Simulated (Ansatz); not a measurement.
Geometry optimisation, Ansatz, RKS BHLYP/def2-SVP.

The input (input.yaml):

```yaml
crystal:
  periodic: [false, false, false]
  atoms:
    - { symbol: Ga, position_ang: [0.1849, 0.24, 1.757] }
    - { symbol: C, position_ang: [-0.2155, -1.1264, -0.0619] }
    - { symbol: C, position_ang: [0.8099, -1.217, -1.184] }
    - { symbol: H, position_ang: [-0.7774, -0.4396, 2.783] }
    - { symbol: H, position_ang: [1.7006, -0.0804, 1.9509] }
    - { symbol: H, position_ang: [-0.4507, 0.2314, 0.1239] }
    - { symbol: Si, position_ang: [-0.7072, 2.0913, -0.0207] }
    - { symbol: H, position_ang: [-1.1786, -1.5366, -0.3709] }
    - { symbol: H, position_ang: [0.1243, -1.7238, 0.7977] }
    - { symbol: H, position_ang: [0.4382, -0.7327, -2.0849] }
    - { symbol: H, position_ang: [1.0359, -2.2561, -1.427] }
    - { symbol: H, position_ang: [1.7419, -0.7267, -0.8935] }
    - { symbol: H, position_ang: [-2.0837, 1.7504, -0.4478] }
    - { symbol: H, position_ang: [-0.7444, 3.5197, 0.3228] }
    - { symbol: H, position_ang: [0.1218, 2.0065, -1.2445] }
basis:
  gaussian: { orbitals: def2-SVP }
hamiltonian:
  xc: { name: BHLYP }
relax:
  f_tol: 0.15
  max_steps: 25
  restrain:
    - { distance: [0, 6], at: 3.63, k: 30.0 }
    - { distance: [5, 1], at: 2.37, k: 30.0 }
    - { distance: [0, 1], at: 1.98, k: 30.0 }
    - { distance: [5, 6], at: 1.42, k: 30.0 }
output:
  orbitals: {}
```

Run as:

```bash
$ ansatz run input.yaml --threads 4 --pin off --max-ram 5120MiB --backend cpu --events-out ev --progress --plain --runs-dir out
```

Where does it end, and by what steps?

The forces met the threshold. The restraints hold the end off the free minimum. After 12 steps the energy has fallen by 1.565 eV (the restraints' own energy left out); H10 moved furthest, 0.91 Å. Parted: Ga1–H6, Ga1–Si7. Joined: H6–Si7.

| step | energy less start (eV) | largest force component (eV/Å) | accepted |
| --- | --- | --- | --- |
| 0 | 0.0000 | 4.057 | yes |
| 1 | 1.0784 | 2.087 | yes |
| 2 | 1.4955 | 3.527 | yes |
| 3 | 0.9648 | 3.555 | yes |
| 4 | -0.1381 | 2.214 | yes |
| 5 | -0.8853 | 1.110 | yes |
| 6 | -1.2827 | 1.723 | yes |
| 7 | -1.4289 | 1.144 | yes |
| 8 | -1.4957 | 0.827 | yes |
| 9 | -1.5204 | 0.795 | yes |
| 10 | -1.5498 | 0.780 | yes |
| 11 | -1.5574 | 0.731 | yes |
| 12 | -1.5654 | 0.753 | yes |

```xyz
15
Properties=species:S:1:pos:R:3
Ga 0.383 -0.374 1.789
C -0.015 -1.471 0.191
C 0.906 -1.307 -1.011
H -0.711 -0.187 2.901
H 1.799 0.277 1.990
H -0.494 0.867 0.064
Si -0.955 2.139 -0.458
H -1.061 -1.304 -0.086
H 0.015 -2.518 0.526
H 0.879 -0.293 -1.421
H 0.637 -1.987 -1.827
H 1.947 -1.514 -0.748
H -2.370 1.989 -0.862
H -0.836 3.186 0.580
H -0.123 2.496 -1.627
```

Whether the end is a true minimum wasn't checked by a vibrational analysis.

The run took 63 s on 4 threads of Arm Neoverse N1, with other jobs on the host, peak memory 0.36 GiB.
